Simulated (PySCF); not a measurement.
Se(iPr)(NH2) (C₃H₉NSe), SMILES CC(C)[Se]N. Coordinates come from a ωB97X-D3(BJ)/def2-SVP optimisation. One conformer was computed; it need not be the lowest.

Computed equilibrium geometry at ωB97X-D3(BJ)/def2-SVP (PySCF confirms it by a frequency run) as a Z-matrix (one conformer of several):
```
C
H 1 1.1028
C 1 1.5227 2 109.72
H 3 1.1012 1 111.22 2 59.99
H 3 1.1021 4 108.12 1 -121.74
H 3 1.1034 4 107.54 5 -116.85
C 1 1.5269 2 109.28 3 -124.08
H 7 1.1017 1 111.58 2 -57.24
H 7 1.1022 8 107.92 1 -121.52
H 7 1.1028 8 108.16 9 -116.35
Se 1 1.9646 2 106.48 7 -114.93
N 11 1.8322 1 102.61 2 -63.81
H 12 1.0168 11 113.13 1 -65.41
H 12 1.0173 13 110.39 4 -73.59
```
Charge 0, spin multiplicity 1.
